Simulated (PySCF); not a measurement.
Potential energy curve for MgH, doublet.

- UHF/cc-pVTZ (PySCF)
- NEVPT2 = SC-NEVPT2 on CASSCF(3,3)/cc-pVTZ, all electrons correlated run with PySCF 2.14.0
- CASSCF(3,3)/cc-pVTZ (PySCF)
- UHF/3-21G = unrestricted Hartree-Fock/3-21G in PySCF

Energies are in kJ/mol, each relative to the lowest point of its own curve near equilibrium.

```json
[
 {"R / Å": "1.32", "UHF": "124.5", "NEVPT2": "119.9", "CASSCF(3,3)": "127.7", "UHF/3-21G": "133.9"},
 {"R / Å": "1.39", "UHF": "78.0", "NEVPT2": "76.3", "CASSCF(3,3)": "81.5", "UHF/3-21G": "86.3"},
 {"R / Å": "1.48", "UHF": "37.8", "NEVPT2": "37.4", "CASSCF(3,3)": "41.1", "UHF/3-21G": "44.0"},
 {"R / Å": "1.57", "UHF": "14.2", "NEVPT2": "14.1", "CASSCF(3,3)": "16.8", "UHF/3-21G": "18.0"},
 {"R / Å": "1.64", "UHF": "4.4", "NEVPT2": "4.4", "CASSCF(3,3)": "6.2", "UHF/3-21G": "6.5"},
 {"R / Å": "1.68", "UHF": "1.4", "NEVPT2": "1.4", "CASSCF(3,3)": "2.6", "UHF/3-21G": "2.6"},
 {"R / Å": "1.74", "UHF": "0.0", "NEVPT2": "0.0", "CASSCF(3,3)": "[?]", "UHF/3-21G": "0.0"},
 {"R / Å": "1.78", "UHF": "0.7", "NEVPT2": "0.7", "CASSCF(3,3)": "0.0", "UHF/3-21G": "0.0"},
 {"R / Å": "1.85", "UHF": "4.5", "NEVPT2": "4.3", "CASSCF(3,3)": "[?]", "UHF/3-21G": "[?]"},
 {"R / Å": "1.91", "UHF": "9.8", "NEVPT2": "9.4", "CASSCF(3,3)": "6.2", "UHF/3-21G": "[?]"},
 {"R / Å": "2.00", "UHF": "20.3", "NEVPT2": "19.5", "CASSCF(3,3)": "14.5", "UHF/3-21G": "[?]"},
 {"R / Å": "2.15", "UHF": "41.3", "NEVPT2": "39.8", "CASSCF(3,3)": "32.6", "UHF/3-21G": "37.3"},
 {"R / Å": "2.38", "UHF": "71.9", "NEVPT2": "72.6", "CASSCF(3,3)": "63.3", "UHF/3-21G": "66.0"},
 {"R / Å": "2.63", "UHF": "94.0", "NEVPT2": "102.2", "CASSCF(3,3)": "92.8", "UHF/3-21G": "86.2"},
 {"R / Å": "2.90", "UHF": "106.2", "NEVPT2": "122.2", "CASSCF(3,3)": "113.0", "UHF/3-21G": "97.2"},
 {"R / Å": "3.13", "UHF": "110.8", "NEVPT2": "130.6", "CASSCF(3,3)": "119.9", "UHF/3-21G": "101.2"},
 {"R / Å": "3.48", "UHF": "113.1", "NEVPT2": "134.9", "CASSCF(3,3)": "121.2", "UHF/3-21G": "103.2"},
 {"R / Å": "3.85", "UHF": "113.3", "NEVPT2": "135.6", "CASSCF(3,3)": "120.3", "UHF/3-21G": "103.6"},
 {"R / Å": "4.24", "UHF": "113.1", "NEVPT2": "135.6", "CASSCF(3,3)": "119.6", "UHF/3-21G": "103.6"},
 {"R / Å": "4.72", "UHF": "112.8", "NEVPT2": "135.5", "CASSCF(3,3)": "119.2", "UHF/3-21G": "103.8"},
 {"R / Å": "5.26", "UHF": "112.7", "NEVPT2": "135.5", "CASSCF(3,3)": "119.0", "UHF/3-21G": "104.1"},
 {"R / Å": "6.05", "UHF": "112.6", "NEVPT2": "135.6", "CASSCF(3,3)": "119.0", "UHF/3-21G": "104.3"},
 {"R / Å": "6.92", "UHF": "112.6", "NEVPT2": "[?]", "CASSCF(3,3)": "119.0", "UHF/3-21G": "104.4"}
]
```

Problem. Some entries are withheld; supply them.

Solution. 
- 1.74, CASSCF(3,3): 0.1
- 1.85, CASSCF(3,3): 2.3
- 1.85, UHF/3-21G: 2.8
- 1.91, UHF/3-21G: 7.5
- 2.00, UHF/3-21G: 17.3
- 6.92, NEVPT2: 135.7

The unrestricted determinant behind UHF, UHF/3-21G is spin-contaminated at 2.38 to 3.13 Å (<S²> up to 0.9, against 0.75 for a pure doublet).
